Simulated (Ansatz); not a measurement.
Ansatz (a program for electronic structure) input file for NbOF3, SMILES [O]=[Nb]([F])([F])[F], multiplicity 1, PBE-D3(BJ)/def2-SVP. 

Ansatz 0.2 input:
```yaml
crystal:
  periodic: [false, false, false]
  atoms:
    - {symbol: Nb, position_ang: [-0.00000000, 0.00000000, -0.02451900]}
    - {symbol: O, position_ang: [0.00000001, 0.00000002, -1.71613262]}
    - {symbol: F, position_ang: [1.53834047, 0.88816129, 0.54571630]}
    - {symbol: F, position_ang: [0.00000000, -1.77632258, 0.54571628]}
    - {symbol: F, position_ang: [-1.53834048, 0.88816128, 0.54571629]}
basis:
  gaussian:
    orbitals: def2-SVP
hamiltonian:
  xc: pbe
  dispersion: d3bj
relax: {f_tol: 0.002, max_steps: 200}
```

Log of the run:

```
WARN ansatz: RAYON_NUM_THREADS=1 ignored (pool sized by the plan → 1); use --threads N
Functional definition: PBE
integrals: 0.03 GiB planned
864 factors; their error is unknown
mean field: 0.20 GiB planned
mean field evaluation 1: about -11725.9653 eV, gradient 8.7e1 eV
mean field evaluation 2: about -11502.5977 eV, gradient 2.9e2 eV
mean field evaluation 4: about -11734.9614 eV, gradient 4.8e1 eV
mean field evaluation 8: about -11738.9466 eV, gradient 8.2e-1 eV
mean field evaluation 16: about -11738.9120 eV, gradient 4.2e-4 eV
mean field -11738.91195552 eV, -431.3970574449 hartree, gradient 2.1e-5 eV, S^2 0.000000; 0 other end points of the search recorded, 0 dependent functions left out
the calculation of the forces begins
reference -11738.91202658 eV, -431.3970600564 hartree; 24, 24 occupied and 63, 63 virtual orbitals, 864 factors
relax step   1: F+E_penalty+E_count = -11738.99001927 eV  Δ(F+E_penalty+E_count) = +0.000e0 eV  max|allowed force component| = 7.144e-1 eV/Å  Δτ_max = 0.0000 Å  (30 SCF iters, accepted)
these checks for a lower state are left out or cut short: starts, cluster_reference, orbital_swaps, neighbouring_geometries, increment
integrals: 0.03 GiB planned
864 factors; their error is unknown
mean field: 0.20 GiB planned
mean field -11738.91880877 eV, -431.3973092975 hartree, gradient 2.6e-5 eV, S^2 0.000000; 0 other end points of the search recorded, 0 dependent functions left out
the calculation of the forces begins
reference -11738.91887991 eV, -431.3973119117 hartree; 24, 24 occupied and 63, 63 virtual orbitals, 864 factors
relax step   2: F+E_penalty+E_count = -11738.99669816 eV  Δ(F+E_penalty+E_count) = -6.679e-3 eV  max|allowed force component| = 8.068e-2 eV/Å  Δτ_max = 0.0091 Å  (30 SCF iters, accepted)
these checks for a lower state are left out or cut short: starts, cluster_reference, orbital_swaps, neighbouring_geometries, increment
integrals: 0.03 GiB planned
864 factors; their error is unknown
mean field: 0.20 GiB planned
mean field evaluation 32: about -11738.9189 eV, gradient 3.0e-4 eV
mean field -11738.91886865 eV, -431.3973114979 hartree, gradient 2.0e-5 eV, S^2 0.000000; 0 other end points of the search recorded, 0 dependent functions left out
the calculation of the forces begins
reference -11738.91893978 eV, -431.3973141120 hartree; 24, 24 occupied and 63, 63 virtual orbitals, 864 factors
relax step   3: F+E_penalty+E_count = -11738.99675383 eV  Δ(F+E_penalty+E_count) = -5.567e-5 eV  max|allowed force component| = 5.259e-3 eV/Å  Δτ_max = 0.0014 Å  (24 SCF iters, accepted)
these checks for a lower state are left out or cut short: starts, cluster_reference, orbital_swaps, neighbouring_geometries, increment
integrals: 0.03 GiB planned
864 factors; their error is unknown
mean field: 0.20 GiB planned
mean field -11738.91886801 eV, -431.3973114743 hartree, gradient 2.9e-5 eV, S^2 0.000000; 0 other end points of the search recorded, 0 dependent functions left out
the calculation of the forces begins
reference -11738.91893914 eV, -431.3973140884 hartree; 24, 24 occupied and 63, 63 virtual orbitals, 864 factors
relax step   4: F+E_penalty+E_count = -11738.99675425 eV  Δ(F+E_penalty+E_count) = -4.259e-7 eV  max|allowed force component| = 2.593e-4 eV/Å  Δτ_max = 0.0002 Å  (19 SCF iters, accepted)
integrals: 0.03 GiB planned
864 factors; their error is unknown
mean field: 0.20 GiB planned
mean field -11738.91886801 eV, -431.3973114743 hartree, gradient 2.9e-5 eV, S^2 0.000000; 1 other end points of the search recorded, 0 dependent functions left out
the calculation of the forces begins
reference -11738.91893914 eV, -431.3973140884 hartree; 24, 24 occupied and 63, 63 virtual orbitals, 864 factors
Total energy: -11738.99682539 eV, -431.4001763552 hartree
Atom 0 at     0.000000    -0.000008    -0.015470 Å, force     0.000000     0.000003    -0.000052 eV/Å
Atom 1 at     0.000000     0.000001    -1.719466 Å, force    -0.000000    -0.000000     0.000259 eV/Å
Atom 2 at     1.546593     0.892944     0.543812 Å, force    -0.000067    -0.000036    -0.000069 eV/Å
Atom 3 at    -0.000000    -1.785880     0.543810 Å, force    -0.000000     0.000068    -0.000069 eV/Å
Atom 4 at    -1.546593     0.892944     0.543812 Å, force     0.000067    -0.000036    -0.000069 eV/Å
Dipole moment:    -0.000000    -0.000012     0.275054 e Å
```

The run converged.

Cost: roughly 11 core-seconds.
